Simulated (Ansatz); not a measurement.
Steps of a relaxation of CH$_{6}$B$_{2}$S with RKS PBE0-D4/def2-TZVP.

```sh
$ ansatz run in.yaml --threads 2 --pin off --events-out ev --progress --plain --max-ram 4352MiB
```

```yaml
crystal:
  periodic: [false, false, false]
  atoms:
    - {symbol: B, position_ang: [-1.065677, 1.210932, 0.024023]}
    - {symbol: B, position_ang: [0.440390, 0.533971, 0.316867]}
    - {symbol: C, position_ang: [0.527364, -1.036185, 0.526279]}
    - {symbol: S, position_ang: [1.149376, -0.737425, -1.202213]}
    - {symbol: H, position_ang: [-1.760380, 0.950926, -0.953970]}
    - {symbol: H, position_ang: [-1.590627, 1.951639, 0.843026]}
    - {symbol: H, position_ang: [1.428408, 1.158775, 0.671302]}
    - {symbol: H, position_ang: [-0.361116, -1.691465, 0.513262]}
    - {symbol: H, position_ang: [1.353164, -1.474009, 1.114981]}
    - {symbol: H, position_ang: [-0.037601, -0.918358, -1.850557]}
basis:
  gaussian: {orbitals: def2-TZVP}
hamiltonian: {xc: pbe0, dispersion: d4}
relax: {f_tol: 0.005, max_steps: 150}
```

Positions (Å) and forces (eV/Å) along the path, 13 of 14 steps:

```xyz
10
step=1 energy=-13315.5400 eV
B    -1.066    1.211    0.024   -0.305    0.063   -0.059
B     0.440    0.534    0.317    0.224   -0.098    0.103
C     0.527   -1.036    0.526    0.067   -0.161   -0.063
S     1.149   -0.737   -1.202   -0.632   -0.077    0.182
H    -1.760    0.951   -0.954    0.298    0.107    0.387
H    -1.591    1.952    0.843    0.212   -0.278   -0.307
H     1.428    1.159    0.671   -0.373   -0.237   -0.158
H    -0.361   -1.691    0.513    0.484    0.366   -0.028
H     1.353   -1.474    1.115   -0.436    0.235   -0.334
H    -0.038   -0.918   -1.851    0.460    0.080    0.276
10
step=2 energy=-13315.5785 eV
B    -1.063    1.200    0.024   -0.081    0.065   -0.024
B     0.436    0.530    0.323    0.092   -0.085   -0.012
C     0.525   -1.031    0.527    0.093   -0.029   -0.151
S     1.139   -0.733   -1.193   -0.303   -0.029    0.137
H    -1.740    0.948   -0.948    0.087    0.019    0.122
H    -1.579    1.936    0.829    0.050   -0.089   -0.085
H     1.415    1.150    0.659   -0.126   -0.065   -0.022
H    -0.352   -1.679    0.506    0.125    0.111    0.012
H     1.343   -1.467    1.102   -0.129    0.073   -0.070
H    -0.042   -0.905   -1.826    0.192    0.028    0.093
10
step=3 energy=-13315.5835 eV
B    -1.056    1.204    0.020   -0.028   -0.084    0.046
B     0.437    0.528    0.319    0.020    0.015   -0.023
C     0.526   -1.028    0.520   -0.003    0.012   -0.092
S     1.131   -0.735   -1.192    0.004    0.017    0.109
H    -1.731    0.943   -0.941   -0.007    0.019   -0.040
H    -1.576    1.924    0.827    0.007    0.035    0.000
H     1.405    1.144    0.666    0.032    0.014   -0.013
H    -0.350   -1.668    0.508   -0.025   -0.021    0.002
H     1.338   -1.459    1.098    0.022   -0.008    0.013
H    -0.041   -0.904   -1.822   -0.022    0.002   -0.004
10
step=5 energy=-13315.5845 eV
B    -1.059    1.198    0.023    0.000    0.002    0.002
B     0.437    0.527    0.319    0.008    0.000   -0.016
C     0.526   -1.029    0.519    0.002   -0.012   -0.004
S     1.131   -0.733   -1.186   -0.005    0.012    0.011
H    -1.731    0.944   -0.944    0.000   -0.003    0.001
H    -1.575    1.927    0.826    0.000    0.001   -0.001
H     1.407    1.146    0.660   -0.001    0.000    0.004
H    -0.350   -1.670    0.507    0.000    0.001    0.005
H     1.338   -1.461    1.098   -0.002    0.000    0.003
H    -0.041   -0.900   -1.818   -0.001   -0.001   -0.005
10
step=6 energy=-13315.5845 eV
B    -1.060    1.197    0.023    0.003    0.007    0.000
B     0.437    0.527    0.318    0.018   -0.008   -0.009
C     0.525   -1.031    0.518    0.017    0.005    0.002
S     1.133   -0.729   -1.186   -0.004    0.006    0.024
H    -1.738    0.934   -0.936   -0.004   -0.008   -0.009
H    -1.569    1.937    0.820   -0.006    0.003    0.008
H     1.406    1.145    0.662   -0.002   -0.003    0.004
H    -0.351   -1.672    0.507   -0.015   -0.004   -0.011
H     1.337   -1.463    1.097    0.005    0.005    0.000
H    -0.037   -0.896   -1.821   -0.013   -0.004   -0.010
10
step=7 energy=-13315.5846 eV
B    -1.059    1.197    0.023   -0.003    0.003    0.004
B     0.437    0.527    0.318    0.010    0.000   -0.006
C     0.525   -1.030    0.518    0.005   -0.004    0.007
S     1.132   -0.728   -1.185   -0.001    0.003    0.006
H    -1.737    0.934   -0.937    0.000   -0.004   -0.003
H    -1.570    1.936    0.820   -0.002    0.001    0.000
H     1.407    1.145    0.663   -0.001   -0.003    0.001
H    -0.351   -1.671    0.507   -0.005    0.002   -0.006
H     1.337   -1.463    1.097    0.000    0.004   -0.001
H    -0.039   -0.897   -1.821   -0.004   -0.001   -0.002
10
step=8 energy=-13315.5846 eV
B    -1.059    1.196    0.023   -0.003    0.001    0.004
B     0.439    0.527    0.317    0.002    0.006    0.000
C     0.525   -1.030    0.518   -0.001   -0.006    0.008
S     1.131   -0.726   -1.184    0.000   -0.001   -0.006
H    -1.737    0.929   -0.935    0.001   -0.002    0.001
H    -1.569    1.938    0.819    0.000   -0.001   -0.003
H     1.408    1.144    0.664    0.000   -0.002    0.000
H    -0.352   -1.670    0.505    0.000    0.003   -0.003
H     1.336   -1.463    1.097   -0.001    0.001   -0.002
H    -0.039   -0.896   -1.821    0.001    0.000    0.001
10
step=9 energy=-13315.5847 eV
B    -1.058    1.196    0.023   -0.001   -0.002    0.001
B     0.440    0.528    0.317   -0.002    0.008    0.004
C     0.524   -1.030    0.518   -0.003   -0.003    0.004
S     1.132   -0.724   -1.184    0.000   -0.003   -0.008
H    -1.739    0.922   -0.932    0.002   -0.001    0.003
H    -1.568    1.940    0.817    0.000   -0.002   -0.003
H     1.410    1.144    0.665    0.001   -0.002   -0.001
H    -0.354   -1.668    0.503    0.002    0.002   -0.001
H     1.335   -1.464    1.097   -0.001   -0.001   -0.001
H    -0.038   -0.895   -1.822    0.003    0.001    0.002
10
step=10 energy=-13315.5847 eV
B    -1.057    1.195    0.024    0.000   -0.004   -0.001
B     0.442    0.529    0.317   -0.003    0.008    0.004
C     0.523   -1.029    0.518   -0.004    0.001   -0.002
S     1.132   -0.722   -1.183    0.001   -0.003   -0.005
H    -1.740    0.912   -0.928    0.001    0.001    0.002
H    -1.567    1.944    0.813    0.001    0.000   -0.002
H     1.412    1.143    0.665    0.001    0.000    0.000
H    -0.356   -1.666    0.501    0.002    0.000    0.002
H     1.333   -1.465    1.097    0.000   -0.003    0.001
H    -0.037   -0.891   -1.822    0.001    0.001    0.002
10
step=11 energy=-13315.5847 eV
B    -1.057    1.193    0.025    0.005    0.009   -0.008
B     0.443    0.530    0.318   -0.004   -0.003    0.005
C     0.523   -1.029    0.517   -0.002    0.001   -0.004
S     1.132   -0.721   -1.184    0.000    0.000    0.000
H    -1.740    0.904   -0.925    0.000   -0.002    0.004
H    -1.566    1.947    0.810   -0.001   -0.004    0.001
H     1.414    1.143    0.668    0.000    0.001   -0.003
H    -0.358   -1.663    0.500    0.002   -0.001    0.003
H     1.331   -1.466    1.096    0.000   -0.002    0.001
H    -0.038   -0.889   -1.822    0.001    0.002    0.001
10
step=12 energy=-13315.5847 eV rejected
B    -1.056    1.193    0.024   -0.008   -0.011    0.009
B     0.445    0.531    0.319    0.007   -0.005   -0.005
C     0.522   -1.028    0.517    0.000    0.005   -0.007
S     1.132   -0.720   -1.184   -0.001    0.001    0.009
H    -1.741    0.896   -0.921    0.003    0.004   -0.003
H    -1.566    1.948    0.807    0.002    0.005   -0.002
H     1.416    1.143    0.669    0.000    0.000   -0.002
H    -0.360   -1.661    0.499   -0.001   -0.002    0.000
H     1.330   -1.468    1.095    0.001    0.002    0.002
H    -0.038   -0.885   -1.822   -0.001    0.001   -0.002
10
step=13 energy=-13315.5846 eV rejected
B    -1.056    1.194    0.025   -0.002   -0.004    0.001
B     0.444    0.530    0.319   -0.012    0.007   -0.008
C     0.522   -1.029    0.516    0.014   -0.001    0.017
S     1.132   -0.722   -1.184   -0.002    0.002   -0.003
H    -1.740    0.901   -0.923   -0.002    0.000   -0.005
H    -1.566    1.948    0.808    0.003    0.000    0.000
H     1.414    1.144    0.667    0.002   -0.009    0.004
H    -0.358   -1.666    0.500   -0.002    0.010   -0.003
H     1.330   -1.465    1.096    0.001   -0.006   -0.003
H    -0.038   -0.885   -1.822    0.000    0.000   -0.001
10
step=14 energy=-13315.5847 eV
B    -1.057    1.193    0.024    0.000    0.001    0.000
B     0.443    0.530    0.318    0.000    0.000    0.000
C     0.523   -1.029    0.517    0.000    0.000    0.000
S     1.132   -0.721   -1.184   -0.001    0.000    0.000
H    -1.740    0.904   -0.925    0.000    0.000    0.000
H    -1.567    1.946    0.810    0.000    0.000    0.000
H     1.414    1.143    0.667    0.000    0.000    0.000
H    -0.358   -1.664    0.501    0.000    0.000    0.000
H     1.331   -1.466    1.096    0.000   -0.001    0.000
H    -0.038   -0.887   -1.822    0.000    0.000    0.000
```

It took 94 s on 2 threads of an Arm Neoverse N1 on a shared host, with 0.35 GiB of host memory at the peak.
